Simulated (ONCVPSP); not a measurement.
PBE ONCV dataset for Tb, scalar-relativistic all-electron reference.

```
Element                 : Tb
Generator               : ONCVPSP 4.0.1
Type                    : optimised norm-conserving Vanderbilt (ONCV)
Functional              : PBE
Relativity              : scalar-relativistic
Frozen core             : [Kr] 4d10
Valence charge          : 19
Reference configuration : 4f9 5s2 5p6 5d1 6s1
Partial waves           : 5s+6s: rc 2.35 bohr, ncon 5, nbas 9, qcut 5.7 1/bohr, 2 projectors; 5p: rc 1.75 bohr, ncon 4, nbas 7, qcut 3.8 1/bohr, 2 projectors, debl 3.7 Ha; 5d: rc 4.00 bohr, ncon 4, nbas 8, qcut 4.8 1/bohr, 1 projector; 4f: rc 1.45 bohr, ncon 3, nbas 8, qcut 11.3 1/bohr, 1 projector
Local potential         : polynomial inside 1.20 bohr (lpopt 5, dvloc0 2 Ha)
Core correction         : Teter function, fcfact 4.5, rcfact 1.4
```

All-electron outer shells of the reference configuration (PBE, scalar-relativistic, ld1.x):

```json
{"shell": "4d", "level (eV)": "-146.16", "outermost node (bohr)": "0.26", "outermost maximum (bohr)": "0.55"}
{"shell": "5s", "level (eV)": "-46.62", "outermost node (bohr)": "0.64", "outermost maximum (bohr)": "1.18"}
{"shell": "5p", "level (eV)": "-24.03", "outermost node (bohr)": "0.69", "outermost maximum (bohr)": "1.35"}
{"shell": "6s", "level (eV)": "-3.47", "outermost node (bohr)": "1.61", "outermost maximum (bohr)": "3.58"}
{"shell": "4f", "level (eV)": "-2.25", "outermost node (bohr)": "–", "outermost maximum (bohr)": "0.56"}
{"shell": "5d", "level (eV)": "-0.94", "outermost node (bohr)": "0.78", "outermost maximum (bohr)": "2.20"}
```

Task: Does the generator finish with these settings?

Result: No. ONCVPSP 4.0.1 stopped with "sratom123: lschfb convergence ERROR n,l,iter= 4 3 4": the all-electron bound-state solver failed for one shell.
